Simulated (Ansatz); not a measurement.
A made-up structure of LiBNH₃S, closed shell:

```json
{"atom": "Li1", "x (Å)": "-2.4843", "y (Å)": "-0.1641", "z (Å)": "1.1951"}
{"atom": "B2", "x (Å)": "-0.2996", "y (Å)": "-0.0214", "z (Å)": "0.1266"}
{"atom": "N3", "x (Å)": "1.1142", "y (Å)": "0.1981", "z (Å)": "0.7927"}
{"atom": "S4", "x (Å)": "-0.1139", "y (Å)": "-0.1942", "z (Å)": "-1.9391"}
{"atom": "H5", "x (Å)": "2.0930", "y (Å)": "0.2537", "z (Å)": "0.2260"}
{"atom": "H6", "x (Å)": "1.2445", "y (Å)": "0.3165", "z (Å)": "1.9020"}
{"atom": "H7", "x (Å)": "-1.5539", "y (Å)": "-0.3885", "z (Å)": "-2.3033"}
```

It is relaxed with PBE-D4/def2-SVP and then PBE0-D4/def2-TZVP (Ansatz 0.2.0). Atoms count as bonded within 1.22 times the sum of their covalent radii (H–H: 0.88 Å). The end point is not checked to be a true minimum.

(1) Does its bonding change? (A judgement: the text doesn't fix the answer.)

## Answers

(1) The calculation gives: No: no bond forms or breaks.

Where it ends: The first stage lowers the energy by 1.37 eV in 7 steps. It ends as LiBNH₃S ([Li][B]([NH2])[SH]):
Li1  (-2.219, -0.147, 1.066)
B2  (-0.268, -0.019, 0.113)
N3  (0.995, 0.177, 0.708)
S4  (-0.101, -0.173, -1.731)
H5  (1.869, 0.227, 0.202)
H6  (1.111, 0.283, 1.699)
H7  (-1.387, -0.347, -2.057)
(Å)

Labels in which every atom is bracketed show which atoms are joined, not bond orders.

For scale, one of the runs: PBE0-D4/def2-TZVP relaxation, 131 basis functions, launched by `ansatz run in.yaml --threads 2 --pin off --events-out ev --progress --plain --max-ram 4352MiB`. The run took about 16 s on 2 CPU threads of an Arm Neoverse V2 (shared host).
